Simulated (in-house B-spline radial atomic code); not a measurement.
The numbers below are computed, except where a source is named.
## Weak and strong correlation along the adiabatic connection

Two-electron singlets in several external potentials (atomic units), by full CI in B-splines with partial waves to l = 8 (correlation energies up to 0.6 % small). The repulsion is scaled by λ at fixed density; W(λ) is the mean repulsion less the Hartree energy, W(0) = E_x, and the area under W from 0 to 1 is E_xc.

One system gave this curve:

```tsv
λ	W (hartree)
0	-1.6073
0.02	-1.6091
0.05	-1.6118
0.12	-1.6181
0.25	-1.6295
0.4	-1.642
0.6	-1.658
0.8	-1.6732
1	-1.6875
1.4	-1.7142
2	-1.7496
3	-1.7988
4.5	-1.8559
7	-1.9231
10	-1.9772
```

Problem. Which system is it?
A. ω²r²/2 − Z/r, ω = 2.26, Z = 2
B. ω²r²/2 − Z/r, ω = 0.159, Z = 1
C. empty sphere, radius 0.393 bohr
D. −V exp(−r²/w²), V = 6.87, w = 1.54

Solution. A. The exchange energy sets the size: ω²r²/2 − Z/r, ω = 2.26, Z = 2: E_x = -1.61, E_c = -0.0419; empty sphere, radius 0.393 bohr: E_x = -4.52, E_c = -0.0533; −V exp(−r²/w²), V = 6.87, w = 1.54: E_x = -1.03, E_c = -0.042; ω²r²/2 − Z/r, ω = 0.159, Z = 1: E_x = -0.51, E_c = -0.0364 hartree.
